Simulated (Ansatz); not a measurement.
Cost and result for the atomization energy of `B[CH2][GeH2][F]` (10 atoms, 9 bonds).

Z-matrix (Å, degrees):
```
C
Ge 1 1.964
B 1 1.533 2 108.5
H 1 1.093 2 102.9 3 -122.5
H 1 1.093 2 102.8 3 122.4
F 2 1.744 1 104.3 3 -179.9
H 2 1.535 1 113.4 3 -65.3
H 2 1.535 1 113.5 3 65.5
H 3 1.198 1 120.6 2 87.8
H 3 1.198 1 120.7 2 -88.2
```

Total charge 0; spin multiplicity 1. Correlated methods include outer-core shells of Ge, which these sets cover unevenly. Scalar relativity is left out up to krypton. Geometry: relaxed with PBE0-D4/def2-TZVP. It is one conformer, not always the lowest. Program: Ansatz. All runs use 4 threads of an Intel Xeon Platinum 8488C on a shared host. Times are those of one run each, without the atoms' runs, and a repeat can differ threefold. Electronic energies, without spin–orbit coupling; frozen cores. CCSD(T)/CBS adds CCSD(T) − MP2 in def2-TZVPP to the MP2 limit, and its time is that of the two runs behind it. T1 = 0.012. With those shells the extrapolation isn't a true limit. B3LYP takes the VWN-RPA correlation (the form of Gaussian; ORCA's B3LYP/G).

CCSD(T)/CBS is a level of theory with its own doubt, some kJ/mol a heavy atom from the limit and from the frozen cores, so smaller differences don't rank the functionals.

```csv
level,functions,wall time
PBE-D4/def2-TZVPP (with forces),225,2.1 s
PBE0-D4/def2-TZVPP,225,2.1 s
r2SCAN-D4/def2-TZVPP (with forces),225,2.9 s
B3LYP-D4/def2-TZVPP (with forces),225,3.1 s
B2PLYP/def2-TZVPP,225,3.8 s
ωB97X-V/def2-TZVPP,225,4.6 s
ωB97M-V/def2-TZVPP (with forces),225,6.5 s
MP2/def2-QZVPP,440,15 s
CCSD(T)/def2-TZVPP,225,69 s
CCSD(T)/CBS(def2),–,84 s
```

Task: What atomization energy does each give, and how far from CCSD(T)/CBS? (Estimate.)

Result: Ansatz gave: 
```
                             level  atomization (kJ/mol)  difference from CCSD(T)/CBS  per bond
   PBE-D4/def2-TZVPP (with forces)                3428.3                         19.9       2.2
                PBE0-D4/def2-TZVPP                3393.4                        -15.0      -1.7
r2SCAN-D4/def2-TZVPP (with forces)                3421.6                         13.2       1.5
 B3LYP-D4/def2-TZVPP (with forces)                3400.6                         -7.8      -0.9
                 B2PLYP/def2-TZVPP                3375.9                        -32.5      -3.6
                ωB97X-V/def2-TZVPP                3420.6                         12.2       1.4
  ωB97M-V/def2-TZVPP (with forces)                3404.9                         -3.5      -0.4
                    MP2/def2-QZVPP                3417.1                          8.7       1.0
                CCSD(T)/def2-TZVPP                3344.0                        -64.4      -7.1
                 CCSD(T)/CBS(def2)                3408.4                          0.0       0.0
```

From PBE to PBE0 (25 % exact exchange), in def2-TZVPP and without D4, the atomization energy moves by −32.3 kJ/mol: exact exchange takes away binding that semilocal exchange gives to molecules. The D4 term adds +26.5 kJ/mol with B3LYP and +13.8 kJ/mol with PBE0; it sums over pairs of atoms, weighted by their polarisabilities, and B3LYP, whose exchange is more repulsive, gets the larger term. In def2-TZVPP, CCSD(T) changes the Hartree–Fock value by +745.7 kJ/mol (the triples alone add +37.8 kJ/mol) and MP2 by +780.7 kJ/mol; breaking electron pairs costs correlation energy, which Hartree–Fock lacks.
